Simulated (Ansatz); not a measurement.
Conformers of C$_{8}$H$_{16}$, SMILES `C=CCCCCCC`, each relaxed with PBE0-D4/def2-TZVP in Ansatz. CBS adds the triple-zeta coupled-cluster correction to the MP2 limit.

Not all of them had a frequency check.

Conformer A:

Z-matrix (Å, degrees):
```
C
C 1 1.492
C 1 1.531 2 113.7
H 1 1.096 2 109.1 3 122.1
H 1 1.094 2 109.2 3 -121.9
C 2 1.326 1 124.8 3 114.3
H 2 1.089 1 116.6 3 -65.3
C 3 1.523 1 115.3 2 58.0
H 3 1.096 1 108.3 2 -179.6
H 3 1.095 1 108.5 2 -64.4
H 6 1.084 2 121.8 1 -179.6
H 6 1.086 2 121.3 1 0.7
C 8 1.520 3 114.5 1 59.6
H 8 1.096 3 109.8 1 -63.8
H 8 1.096 3 108.4 1 -178.7
C 13 1.520 8 113.1 3 175.7
H 13 1.098 8 109.4 3 53.7
H 13 1.096 8 110.1 3 -62.3
C 16 1.519 13 113.1 8 179.7
H 16 1.096 13 109.2 8 -58.0
H 16 1.096 13 109.1 8 57.4
H 19 1.094 16 111.1 13 59.7
H 19 1.094 16 111.1 13 -59.8
H 19 1.092 16 111.7 13 180.0
```

Conformer B:

Z-matrix (Å, degrees):
```
C
C 1 1.497
C 1 1.521 2 116.5
H 1 1.098 2 108.4 3 -123.9
H 1 1.098 2 107.5 3 123.4
C 2 1.326 1 127.1 3 -8.2
H 2 1.089 1 114.8 3 173.1
C 3 1.523 1 113.6 2 -74.0
H 3 1.096 1 108.8 2 165.0
H 3 1.095 1 109.3 2 50.0
H 6 1.085 2 122.4 1 1.4
H 6 1.084 2 121.0 1 -178.5
C 8 1.522 3 114.1 1 178.1
H 8 1.096 3 108.2 1 -60.3
H 8 1.095 3 109.9 1 54.9
C 13 1.522 8 114.4 3 -68.8
H 13 1.098 8 109.5 3 54.2
H 13 1.096 8 109.0 3 169.6
C 16 1.519 13 112.7 8 -177.7
H 16 1.097 13 108.9 8 -55.7
H 16 1.095 13 110.0 8 60.2
H 19 1.094 16 111.0 13 -60.0
H 19 1.094 16 111.1 13 59.5
H 19 1.092 16 111.7 13 179.8
```

Task: Which is lowest in electronic energy at CCSD(T)/CBS (frozen core, def2 sets), and by how much? (Best estimate.)

Result: The calculation gave: A; B lies 2.4 kJ/mol higher.

Task: Give the energies relative to A (kJ/mol) with PBE-D4/def2-TZVPP, ωB97X-V/def2-TZVPP, PBE/def2-TZVPP, r2SCAN/def2-TZVPP, HF/def2-TZVPP, HF/def2-QZVPP, CCSD/CBS(def2). (Estimate.)

Result: Ansatz gave: 
```
             level    B
 PBE-D4/def2-TZVPP  1.7
ωB97X-V/def2-TZVPP  2.0
    PBE/def2-TZVPP  3.0
 r2SCAN/def2-TZVPP  2.2
     HF/def2-TZVPP  6.5
     HF/def2-QZVPP  6.6
    CCSD/CBS(def2)  2.8
```
